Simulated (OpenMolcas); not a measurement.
Pr⁴⁺: the spin-orbit constant, worked from levels

```
Program             : OpenMolcas
Basis               : ANO-RCC-VTZP [8s7p5d3f2g1h]
Scalar Hamiltonian  : DKH2, point nucleus
Active space        : 1 electron in 12 orbitals (RAS2 4f; RAS3 5d, at most 1 electron)
State averaging     : 2S+1 = 2 odd, 7 roots; 2S+1 = 2 even, 5 roots
Spin-orbit coupling : RASSI with atomic mean-field integrals over the reference wave functions, term energies averaged over their components
```

Methods: RASSCF; SS-RASPT2, IPEA 0.25 Eh, imaginary shift 0.1 Eh (closed shells correlated: 5s 5p). Measured levels: Martin, Zalubas and Hagan, Atomic Energy Levels: The Rare-Earth Elements, NSRDS-NBS 60 (1978).

**The spin-orbit constant.** For the Hund term 2F* of f1, E(J) = (A/2) J(J+1) + constant and ζ = 2S·A = A. From J = 5/2 to J = 7/2 the energy changes by 3.5 A.

```
   Source  E(7/2) - E(5/2)      A    ζ
   RASSCF           3183.5  909.6  910
SS-RASPT2           3183.5  909.6  910
 measured           3027.4  865.0  865
```

All in cm-1. SS-RASPT2 is off by +5.2 % and RASSCF by +5.2 %. Both methods take the spin-orbit matrix elements from the reference wave functions, so the second can move ζ only through the term energies and any multistate remixing.

CASPT2 does not keep the components of a term degenerate, so their means are used; among the terms shown or strongly mixed into the levels shown the widest spread is 110 cm-1 (4f 2F*, SS-RASPT2). With one active electron the reference holds no correlation, so core polarisation is missing (holds for RASSCF). With one active electron, CASPT2 adds the correlation within the correlated inactive shells and between them and that electron, and leaves the splitting within a term as the reference gives it (holds for SS-RASPT2). Computed and measured levels are paired by configuration, term and J; levels that our copy of the source lacks, or whose pairing is in doubt (as where it misses far off the trend of its configuration), stay unpaired and out of the deviations. Only configurations of the active space appear.

* marks odd parity.
